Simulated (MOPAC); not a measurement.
A run for MOPAC: PM3 on hydrogen selenide (SMILES [SeH2]), a point of a bond scan (R = 1.323 Å).

```
PM3 1SCF PRECISE CHARGE=0 THREADS=1
H2Se

Se     0.00006887 1     0.05705775 1     0.00248776 1
H     -0.94725159 1    -0.86629645 1    -0.03412773 1
H      1.05016787 1    -0.97107215 1    -0.04638768 1
```

Output:

```
*******************************************************************************
 **                                                                           **
 **                              MOPAC v23.2.5                                **
 **                                                                           **
 *******************************************************************************
 ** MOPAC's Digital Object Identifier: https://doi.org/10.5281/zenodo.6511958 **
 **                                                                           **
 ** Please cite the open-source release paper for use of this MOPAC version:  **
 ** J. E. Moussa and J. J. P. Stewart (2026)                                  **
 ** MOPAC: An open-source semiempirical molecular orbital program             **
 ** J. Open Source Softw., 11(119), 8025, https://doi.org/10.21105/joss.08025 **
 *******************************************************************************

                              PM3 CALCULATION RESULTS

 *******************************************************************************
 *  PM3        - The PM3 Hamiltonian to be used
 *
 *
 *
 *                 CHARGE ON SYSTEM = 0
 *
 *
 *
 *  PRECISE    - TIGHTER CRITERIA TO BE USED
 *  1SCF       - DO 1 SCF AND THEN STOP
 *  THREADS=1  - MULTI-THREADING NOT USED
 *  T=         - A TIME OF 172800.0 SECONDS REQUESTED
 *  DUMP=N     - RESTART FILE WRITTEN EVERY 7200.0 SECONDS REQUESTED
 *******************************************************************************
PM3 1SCF PRECISE CHARGE=0 THREADS=1
 H2Se

   ATOM   CHEMICAL          X               Y               Z
  NUMBER   SYMBOL      (ANGSTROMS)     (ANGSTROMS)     (ANGSTROMS)

     1      Se          0.00006887  *   0.05705775  *   0.00248776  *
     2       H         -0.94725159  *  -0.86629645  *  -0.03412773  *
     3       H          1.05016787  *  -0.97107215  *  -0.04638768  *



          CARTESIAN COORDINATES

    NO.       ATOM           X           Y           Z

     1        Se          0.0001      0.0571      0.0025
     2         H         -0.9473     -0.8663     -0.0341
     3         H          1.0502     -0.9711     -0.0464

  H: (PM3): J. J. P. STEWART, J. COMP. CHEM. 10, 209 (1989).
 Se: (PM3): J. J. P. STEWART, J. COMP. CHEM. 12, 320-341 (1991).

           Empirical Formula: H2 Se  =     3 atoms



      MOLECULAR POINT GROUP   :   Cs


      RHF CALCULATION, NO. OF DOUBLY OCCUPIED LEVELS = 4


 -------------------------------------------------------------------------------
 PM3 1SCF PRECISE CHARGE=0 THREADS=1
 H2Se



     1SCF WAS SPECIFIED, SO BFGS WAS NOT USED
     SCF FIELD WAS ACHIEVED


                              PM3 CALCULATION
                                                       MOPAC v23.2.5 Linux




          FINAL HEAT OF FORMATION =         24.69045 KCAL/MOL =     103.30486 KJ/MOL


          COSMO AREA              =         64.67 SQUARE ANGSTROMS
          COSMO VOLUME            =         48.10 CUBIC ANGSTROMS

          IONIZATION POTENTIAL    =          9.822626 EV
          HOMO LUMO ENERGIES (EV) =         -9.823 -0.533
          NO. OF FILLED LEVELS    =          4
          MOLECULAR WEIGHT        =         80.9758         POINT GROUP:  Cs

          MOLECULAR DIMENSIONS (Angstroms)

            Atom       Atom       Distance
            H     3    H     2     2.00020
           Se     1    H     2     0.97262
            H     2    H     3     0.00000


          SCF CALCULATIONS        =          1





   ATOM   CHEMICAL          X               Y               Z
  NUMBER   SYMBOL      (ANGSTROMS)     (ANGSTROMS)     (ANGSTROMS)

     1      Se          0.00006887  *   0.05705775  *   0.00248776  *
     2       H         -0.94725159  *  -0.86629645  *  -0.03412773  *
     3       H          1.05016787  *  -0.97107215  *  -0.04638768  *

                             CARTESIAN COORDINATES

   1   Se        0.000068870     0.057057750     0.002487760
   2    H       -0.947251590    -0.866296450    -0.034127730
   3    H        1.050167870    -0.971072150    -0.046387680


           Empirical Formula: H2 Se  =     3 atoms



      MOLECULAR POINT GROUP   :   Cs


                  EIGENVALUES
 -20.92353 -14.67883 -11.41310  -9.82263  -0.53301   0.14651


              NET ATOMIC CHARGES AND DIPOLE CONTRIBUTIONS

  ATOM NO.   TYPE          CHARGE      No. of ELECS.   s-Pop       p-Pop
    1         Se           0.089461        5.9105     1.85013     4.06041
    2          H          -0.078008        1.0780     1.07801
    3          H          -0.011453        1.0115     1.01145
 DIPOLE           X         Y         Z       TOTAL
 POINT-CHG.     0.297     0.403     0.016     0.501
 HYBRID        -0.158    -1.658    -0.072     1.667
 SUM            0.139    -1.255    -0.055     1.264


          ATOMIC ORBITAL ELECTRON POPULATIONS

     Atom    s        px        py        pz
    1 Se   1.85013   0.99975   1.06244   1.99821
    2  H   1.07801
    3  H   1.01145

 **********************
 *                    *
 * JOB ENDED NORMALLY *
 *                    *
 **********************




 == MOPAC DONE ==
```

The run finished.

Cost: roughly 0.03 core-seconds.
